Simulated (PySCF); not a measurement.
Isomers of C3H13PSi3, one GFN2-xTB conformer each. Single-point energies are computed at PBE0/pcSseg-1 (PySCF, gas phase, no added dispersion term), electronic only.

Problem. Rank them by PBE0/pcSseg-1 energy, lowest first (kJ/mol).
A. `[CH2:1]=[C:2]([CH3:3])[Si@@H:4]([SiH3:5])[SiH2:6][PH2:7]` with C1–C2–Si4–Si5 130°, C2–Si4–Si6–P7 20°, Si4–Si6–P7–H -57° and 35°
B. `[SiH3:1][Si@H:2]([SiH2:3][PH2:4])[CH:5]1[CH2:6][CH2:7]1` with Si1–Si2–Si3–P4 54°, Si2–Si3–P4–H 43° and -50°, Si1–Si2–C5–C6 -72°

Solution. A (0.0), B (15.0).

As drawn, the lower has a C=C bond outside aromatic rings, which the higher lacks; the higher has a three-membered ring, which the lower lacks. GFN2-xTB itself gives, in the same order: 14.5, 0.0. GFN2-xTB puts [SiH3][Si@H]([SiH2]P)C1CC1 lowest instead.

Problem. Which frontier levels, dipoles and rotational constants go with these structures?

Solution. 
```csv
SMILES,"HOMO (eV, PBE0/pcSseg-1)",LUMO (eV),dipole (D),"A, B, C (MHz)"
C=C(C)[Si@@H]([SiH3])[SiH2]P,-7.20,-0.83,1.42,"1415, 738.4, 567.3"
[SiH3][Si@H]([SiH2]P)C1CC1,-7.06,-0.68,2.08,"1570, 641.7, 484.6"
```

Problem. As an exercise, what shares would exp(−E/RT) give at 500 K from these electronic energies alone (no entropy, no degeneracies)?

Solution. RT = 4.157 kJ/mol: C=C(C)[Si@@H]([SiH3])[SiH2]P 97.4 %, [SiH3][Si@H]([SiH2]P)C1CC1 2.6 %.
